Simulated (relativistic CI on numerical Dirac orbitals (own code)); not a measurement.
## Electric-dipole lines of Br⁹⁺

Computed by Dirac-Coulomb-Breit CI, orbitals from a KLI potential per configuration, QED by a radiative potential, unscaled Slater integrals (own radial code, finite nucleus).

CI space (outside the closed core [Ne]): 3s2.3p6.3d8, 3s2.3p5.3d9, 3s2.3p4.3d10, 3s2.3p6.3d7.4s, 3s.3p6.3d9, 3s2.3p6.3d7.4p, 3s2.3p6.3d6.4s2, 3s2.3p6.3d7.4d, 3p6.3d10, 3s2.3p6.3d6.4s.4p, 3s2.3p6.3d7.5s, 3s2.3p6.3d7.4f, 3s2.3p6.3d6.4p2, 3s2.3p6.3d7.5p, 3s2.3p6.3d6.4s.4d, 3s2.3p6.3d7.5d, 3s2.3p6.3d6.4p.4d, 3s2.3p5.3d8.4s, 3s2.3p6.3d7.5f, 3s2.3p6.3d7.6s, 3s.3p5.3d10, 3s2.3p6.3d7.5g, 3s2.3p6.3d7.6p, 3s2.3p6.3d7.6d, 3s2.3p6.3d6.4d2, 3s2.3p5.3d8.4p, 3s2.3p5.3d7.4s2, 3s2.3p4.3d9.4s, 3s2.3p5.3d7.4s.4p, 3s2.3p4.3d9.4p, 3s2.3p5.3d8.4d, 3s2.3p5.3d7.4p2, 3s.3p6.3d8.4s, 3s2.3p4.3d9.4d, 3s.3p6.3d7.4s2, 3s.3p6.3d8.5s. Levels of other configurations are missing.

| λ vac (Å) | Lower | Upper | A (s⁻¹) | gf | Branching (%) |
| --- | --- | --- | --- | --- | --- |
| 70.665 | 3s2.3p6.3d8 3F_4 [1] | 3s2.3p6.3d7.4f 3I°_5 [386] | 8.84e+10 | 7.28e-01 | 80.5 |
| 70.733 | 3s2.3p6.3d8 3F_4 [1] | 3s2.3p6.3d7.4f 3G°_5 [384] | 1.30e+11 | 1.07e+00 | 85.9 |
| 70.906 | 3s2.3p6.3d8 3F_3 [2] | 3s2.3p6.3d7.4f 3G°_4 [389] | 1.89e+11 | 1.29e+00 | 86.8 |
| 70.966 | 3s2.3p6.3d8 3F_4 [1] | 3s2.3p6.3d7.4f 3G°_4 [375] | 7.70e+10 | 5.23e-01 | 60.1 |
| 71.020 | 3s2.3p6.3d8 3F_2 [3] | 3s2.3p6.3d7.4f 3G°_3 [391] | 1.82e+11 | 9.65e-01 | 83.8 |
| 95.459 | 3s2.3p6.3d8 1G_4 [8] | 3s2.3p5.3d9 1F°_3 [169] | 2.40e+11 | 2.30e+00 | 95.2 |
| 101.85 | 3s2.3p6.3d8 1G_4 [8] | 3s2.3p6.3d7.4p 1F°_3 [155] | 1.67e+11 | 1.82e+00 | 87.6 |
| 102.71 | 3s2.3p6.3d8 3F_4 [1] | 3s2.3p6.3d7.4p 3G°_5 [97] | 5.63e+10 | 9.79e-01 | 94.0 |
| 102.76 | 3s2.3p6.3d8 3F_3 [2] | 3s2.3p6.3d7.4p 3G°_4 [112] | 5.41e+10 | 7.70e-01 | 93.0 |
| 103.74 | 3s2.3p6.3d8 3F_4 [1] | 3s2.3p6.3d7.4p 3D°_3 [84] | 1.72e+11 | 1.94e+00 | 68.0 |
| 103.75 | 3s2.3p6.3d8 3F_2 [3] | 3s2.3p6.3d7.4p 3D°_1 [100] | 1.56e+11 | 7.55e-01 | 80.4 |
| 103.83 | 3s2.3p6.3d8 3F_4 [1] | 3s2.3p6.3d7.4p 5D°_3 [83] | 5.50e+10 | 6.22e-01 | 73.8 |
| 104.56 | 3s2.3p6.3d8 3F_3 [2] | 3s2.3p6.3d7.4p 3D°_3 [84] | 5.10e+10 | 5.85e-01 | 20.2 |
| 105.58 | 3s2.3p6.3d8 1G_4 [8] | 3s2.3p6.3d7.4p 1G°_4 [135] | 1.32e+11 | 1.98e+00 | 95.9 |
| 106.55 | 3s2.3p6.3d8 3F_3 [2] | 3s2.3p5.3d9 3F°_2 [70] | 1.65e+11 | 1.40e+00 | 70.5 |
| 108.61 | 3s2.3p6.3d8 3F_4 [1] | 3s2.3p5.3d9 3F°_3 [52] | 7.03e+10 | 8.70e-01 | 44.8 |
| 109.51 | 3s2.3p6.3d8 3F_3 [2] | 3s2.3p5.3d9 3F°_3 [52] | 7.34e+10 | 9.24e-01 | 46.8 |
| 111.39 | 3s2.3p6.3d8 3F_4 [1] | 3s2.3p5.3d9 3F°_4 [44] | 1.09e+11 | 1.82e+00 | 93.8 |
| 113.52 | 3s2.3p6.3d8 1D_2 [4] | 3s2.3p5.3d9 1D°_2 [49] | 8.06e+10 | 7.79e-01 | 49.4 |
| 395.79 | 3s2.3p6.3d7.4p 3H°_5 [79] | 3s2.3p6.3d7.4d 3I_6 [221] | 2.00e+10 | 6.09e+00 | 86.2 |
| 398.60 | 3s2.3p6.3d7.4p 3I°_6 [103] | 3s2.3p6.3d7.4d 3K_7 [254] | 2.07e+10 | 7.41e+00 | 90.8 |
| 403.77 | 3s2.3p6.3d7.4p 5G°_5 [59] | 3s2.3p6.3d7.4d 5H_6 [180] | 1.96e+10 | 6.22e+00 | 85.9 |
| 407.67 | 3s2.3p6.3d7.4p 5G°_6 [58] | 3s2.3p6.3d7.4d 5H_7 [178] | 2.19e+10 | 8.17e+00 | 100.0 |
| 409.28 | 3s2.3p6.3d7.4p 3G°_5 [67] | 3s2.3p6.3d7.4d 3H_6 [189] | 2.13e+10 | 6.95e+00 | 97.6 |
| 409.67 | 3s2.3p6.3d7.4p 3H°_6 [95] | 3s2.3p6.3d7.4d 3I_7 [222] | 2.05e+10 | 7.75e+00 | 95.6 |
| 410.36 | 3s2.3p6.3d7.4p 3G°_4 [71] | 3s2.3p6.3d7.4d 3H_5 [200] | 2.08e+10 | 5.77e+00 | 95.9 |
| 410.64 | 3s2.3p6.3d7.4p 3I°_7 [118] | 3s2.3p6.3d7.4d 3K_8 [257] | 2.14e+10 | 9.18e+00 | 100.0 |
| 578.13 | 3s2.3p6.3d7.4s 3H_6 [31] | 3s2.3p6.3d7.4p 3H°_6 [132] | 4.47e+09 | 2.91e+00 | 83.5 |
| 592.61 | 3s2.3p6.3d7.4s 5P_3 [19] | 3s2.3p6.3d7.4p 5D°_4 [89] | 4.48e+09 | 2.12e+00 | 83.9 |
| 593.39 | 3s2.3p6.3d7.4s 3G_5 [21] | 3s2.3p6.3d7.4p 3G°_5 [102] | 3.11e+09 | 1.81e+00 | 22.5 |
| 595.96 | 3s2.3p6.3d7.4s 5F_5 [10] | 3s2.3p6.3d7.4p 5G°_6 [58] | 4.97e+09 | 3.44e+00 | 100.0 |
| 610.03 | 3s2.3p6.3d7.4s 3G_5 [21] | 3s2.3p6.3d7.4p 3H°_6 [95] | 4.42e+09 | 3.20e+00 | 95.8 |
| 613.27 | 3s2.3p6.3d7.4s 5F_4 [11] | 3s2.3p6.3d7.4p 5G°_5 [59] | 3.48e+09 | 2.16e+00 | 52.1 |
| 615.21 | 3s2.3p6.3d7.4s 1G_4 [28] | 3s2.3p6.3d7.4p 3H°_5 [111] | 3.83e+09 | 2.39e+00 | 47.7 |
| 616.74 | 3s2.3p6.3d7.4s 5F_3 [12] | 3s2.3p6.3d7.4p 5G°_4 [61] | 3.20e+09 | 1.64e+00 | 35.0 |
| 619.01 | 3s2.3p6.3d7.4s 3H_6 [31] | 3s2.3p6.3d7.4p 3I°_7 [118] | 4.51e+09 | 3.89e+00 | 100.0 |
| 619.02 | 3s2.3p6.3d7.4s 3F_2 [17] | 3s2.3p6.3d7.4p 3G°_3 [74] | 4.04e+09 | 1.62e+00 | 41.1 |
| 620.16 | 3s2.3p6.3d7.4s 3F_4 [15] | 3s2.3p6.3d7.4p 3G°_5 [67] | 3.42e+09 | 2.17e+00 | 43.5 |
| 620.58 | 3s2.3p6.3d7.4s 3F_3 [16] | 3s2.3p6.3d7.4p 3G°_4 [71] | 3.83e+09 | 1.99e+00 | 43.6 |
| 620.60 | 3s2.3p6.3d7.4s 5F_2 [13] | 3s2.3p6.3d7.4p 5G°_3 [62] | 3.17e+09 | 1.28e+00 | 51.3 |
| 621.03 | 3s2.3p6.3d7.4s 3F_4 [15] | 3s2.3p6.3d7.4p 3F°_4 [66] | 3.24e+09 | 1.69e+00 | 12.1 |
| 629.44 | 3s2.3p6.3d7.4s 1H_5 [37] | 3s2.3p6.3d7.4p 1I°_6 [127] | 3.82e+09 | 2.95e+00 | 86.7 |
| 631.94 | 3s2.3p6.3d7.4s 5F_4 [11] | 3s2.3p6.3d7.4p 5G°_4 [54] | 2.87e+09 | 1.55e+00 | 61.3 |
| 643.08 | 3s2.3p6.3d7.4s 5F_5 [10] | 3s2.3p6.3d7.4p 5F°_5 [51] | 3.43e+09 | 2.34e+00 | 85.5 |
| 651.65 | 3s2.3p6.3d7.4s 5F_5 [10] | 3s2.3p6.3d7.4p 5D°_4 [50] | 2.96e+09 | 1.69e+00 | 62.6 |

Terms are leading LS components. Brackets give the number of a level in order of energy, since labels repeat. The list gives strong lines, with weight on those to low levels, without lines whose two gauges differ by over a factor of 2.5, among the lowest 400 of 9897 levels, so that lines to higher ones, which can be the strongest, are missing. Levels whose partners in the same complex of configurations lie outside the list can be far off, and so can their lines. Rates are taken at the computed energies, electric ones in the length gauge.

At this charge energies of transitions that change n are usually good to better than 1 %, and those within a shell (Δn = 0) to a few per cent. Terms inside the open d or f shell come out 10 to 20 % too wide with unscaled integrals.

LS names give the leading component of a level, which can be under half, so a name can repeat, a term be missing and a line seem to break the LS rules.
